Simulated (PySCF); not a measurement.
Several molecules and their computed UV-vis stick spectra, shuffled. Computed, not measured: PySCF 2.14.0, density-fitted response routines, TDDFT B3LYP/def2-SVPD, vertical, gas phase, core orbitals frozen in the response. Geometries: PBE0-D3(BJ)/def2-SVP; one conformer of each isolated species. Triplets are in the Tamm–Dancoff approximation. Atoms past krypton carry core potentials; spin–orbit coupling is left out.

A. `[PH2][GeH2][CH2]Cl`
B. `[H][Sb]([H])[O]CC`
C. `CSB[AsH2]`
D. `C[S@@](=O)c1cc(N)co1`

Lowest singlet levels (six at most, fewer where fewer were computed) with oscillator strengths:

1. 201 nm (f 0.016); 193 nm (f 0.013); 190 nm (f 0.074); 188 nm (f 0.089); 184 nm (f 0.033); 179 nm (f 0.002); T1 5.40 eV
2. 261 nm (f 0.127); 242 nm (f 0.002); 237 nm (f 0.033); 230 nm (f 0.004); 219 nm (f 0.008); 211 nm (f 0.009); T1 3.51 eV
3. 277 nm (f 0.020); 230 nm (f 0.080); 216 nm (f 0.037); 208 nm (f 0.102); 199 nm (f 0.025); 191 nm (f 0.046); T1 3.80 eV
4. 261 nm (f 0.070); 222 nm (f 0.100); 209 nm (f 0.079); 200 nm (f 0.051); 198 nm (f 0.005); 192 nm (f 0.012); T1 3.98 eV

**Question.** Match each spectrum to its molecule.

**Answer.** 1 = A, 2 = D, 3 = B, 4 = C.
- A: S1 at 6.15 eV, HOMO→LUMO (88%); Löwdin shares by element: HOMO phosphorus 56%, germanium 13%, carbon 11%, hydrogen 6% or more; LUMO germanium 24%, chlorine 19%, phosphorus 17%, carbon 13% (atoms not listed hold the other 28%); HOMO -7.36 and LUMO -0.37 eV.
- B: S1 at 4.47 eV, HOMO→LUMO (92%); Löwdin shares by element: HOMO oxygen 39%, antimony 35%, hydrogen 10% or more, carbon 6% or more; LUMO antimony 58%, hydrogen 16% or more, oxygen 16%; HOMO -6.90 and LUMO -1.39 eV.
- C: S1 at 4.75 eV, HOMO→LUMO (90%); Löwdin shares by element: HOMO arsenic 51%, sulfur 18%, boron 15%, hydrogen 6% or more; LUMO boron 44%, sulfur 23%, arsenic 16%, hydrogen 7% or more; HOMO -7.00 and LUMO -1.45 eV.
- D: S1 at 4.75 eV, HOMO→LUMO (93%); Löwdin shares by element: HOMO carbon 51% or more, nitrogen 20% (atoms not listed hold the other 29%); LUMO carbon 34% or more, sulfur 14%, oxygen 13% or more (atoms not listed hold the other 39%); HOMO -5.94 and LUMO -0.68 eV.
C and D have S1 within 0.01 eV of each other; their strongest listed levels stand at 5.59 eV (f 0.100) and 4.75 eV (f 0.127).
